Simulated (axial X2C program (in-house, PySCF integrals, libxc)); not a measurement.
Curves of TaI from open-shell CI on d2 s2 p(π)0

Computed with an in-house all-electron X2C program for linear molecules (integrals from PySCF): two-component X2C with atomic mean-field Coulomb and Gaunt terms, basis Ta dyall-v2z, I dyall-v2z (cores contracted in-house). Orbitals come from Hartree–Fock averaged over the configuration Ta d2 s2 p(π)0; CI then distributes these electrons over the d, s, p(π) shells of Ta.

Scan along the bond; masses Ta 180.948 u, I 126.904 u. Energies in cm⁻¹ from the lowest point; levels are followed by energy order within each Ω. Lowest level at 2.735 Å: 91% d2 s2.

| R (Å) | (1)Ω=2 | (1)Ω=0 | (1)Ω=1 | (1)Ω=3 | (2)Ω=0 | (2)Ω=1 | (1)Ω=4 | (2)Ω=2 | (3)Ω=0 |
| --- | --- | --- | --- | --- | --- | --- | --- | --- | --- |
| 2.544 | 1466 | 2558 | 3697 | 4367 | 5610 | 5911 | 6431 | 6549 | 7188 |
| 2.639 | 258 | 1342 | 2448 | 3188 | 4376 | 4786 | 5271 | 5341 | 6082 |
| 2.735 | 0 | 1071 | 2135 | 2957 | 4086 | 4581 | 5059 | 5059 | 5915 |
| 2.844 | 466 | 1512 | 2520 | 3449 | 4494 | 5053 | 5569 | 5463 | 6445 |
| 2.954 | 1500 | 2515 | 3460 | 4505 | 5461 | 6052 | 6645 | 6405 | 7516 |
| 3.077 | 3080 | 4057 | 4922 | 6109 | 6957 | 7548 | 8270 | 7852 | 9096 |
| 3.227 | 5337 | 6265 | 7023 | 8390 | 9096 | 9663 | 10577 | 9917 | 11026 |

**Question.** Fit the curves (1)Ω=2, (1)Ω=3, (1)Ω=4 near their minima.

**Answer.** From the open-shell CI curves, Te from the lowest:

```json
{"level": "(1)Ω=2", "Te (cm⁻¹)": "0", "Re (Å)": "2.720", "ωe (cm⁻¹)": "181.1"}
{"level": "(1)Ω=3", "Te (cm⁻¹)": "2953", "Re (Å)": "2.716", "ωe (cm⁻¹)": "181.8"}
{"level": "(1)Ω=4", "Te (cm⁻¹)": "5051", "Re (Å)": "2.714", "ωe (cm⁻¹)": "182.5"}
```

Without dynamic correlation distances can be off by several hundredths of an Å (long for ionic bonds, short for multiple bonds) and the wavenumbers are rough.

The 9 lowest curves are shown; the next is (3)Ω=1, from 6860 cm⁻¹.

Dynamic correlation is missing, so gaps between terms are too wide and other configurations may lie lower; the lowest level listed is that of this model, not necessarily the ground state. For d shells the ligand-field splittings (σ, π, δ) and their order can be off by a thousand cm⁻¹ or more. At most 4 roots were kept for each Ω > 0 (twice that for Ω = 0) within 3.2 eV of the lowest, so higher up levels can be missing between those listed; levels with Ω > 0 are doubly degenerate and listed once, Ω = 0 levels singly. Some active spinors are only partly of the character that their shell is named for, so the shell names and counts are nominal. States that fill the shells left empty in the average are placed too high.
